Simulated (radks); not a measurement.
Lu+, configuration [Xe] 4f14 6s2 (the NIST ground configuration). Method: scalar-relativistic Kohn-Sham, Slater X-alpha with alpha = 0.666, spin-polarised, spherical densities, point nucleus; computed with a radial shooting solver on a logarithmic mesh with Libxc functionals.

X-ray form factor f0, the Fourier transform of the density (f0(0) = 70):

| sin(theta)/lambda (1/angstrom) | f0 (electrons) |
|---|---|
| 0.05 | 69.000 |
| 0.1 | 66.483 |
| 0.15 | 63.300 |
| 0.2 | 59.936 |
| 0.25 | 56.539 |
| 0.3 | 53.171 |
| 0.4 | 46.822 |
| 0.5 | 41.307 |
| 0.6 | 36.648 |
| 0.8 | 29.306 |
| 1 | 23.963 |
| 1.25 | 19.502 |
| 1.5 | 16.729 |
| 2 | 13.209 |
